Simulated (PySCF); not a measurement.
Ionisation energy of Fe²³⁺ by level of theory

Fe²³⁺ [He] 2s1 (2S) → Fe²⁴⁺ 1s2 (1S), as a difference of total energies. Calculation: PySCF 2.14, in an uncontracted even-tempered set (19 s from 5.5 bohr⁻², ratio 2.2; 8 p from 8.6 bohr⁻², ratio 2.4; 6 d from 26 bohr⁻², ratio 2.4; 5 f from 39 bohr⁻², ratio 2.4; 4 g from 58 bohr⁻², ratio 2.4); scalar relativity by spin-free X2C-1e. Correlated levels: nothing frozen; virtual orbitals above 40 to 60 times the deepest correlated orbital energy dropped. The calculations carry no spin-orbit coupling.

```csv
method,ionisation energy (eV),difference from reference (eV)
UHF,2046.3,+0.5
LDA,2043.7,-2.1
PBE,2048.6,+2.8
PBE0,2048.1,+2.3
r2SCAN,2045.2,-0.6
r2SCANh,2045.3,-0.5
B3LYP,2048.5,+2.7
MP2 (all electrons),2046.5,+0.7
SCS-MP2 (all electrons),2046.5,+0.7
```

Reference: 2045.8 eV (theoretical estimate listed by NIST; NIST Atomic Spectra Database, ionization energies).
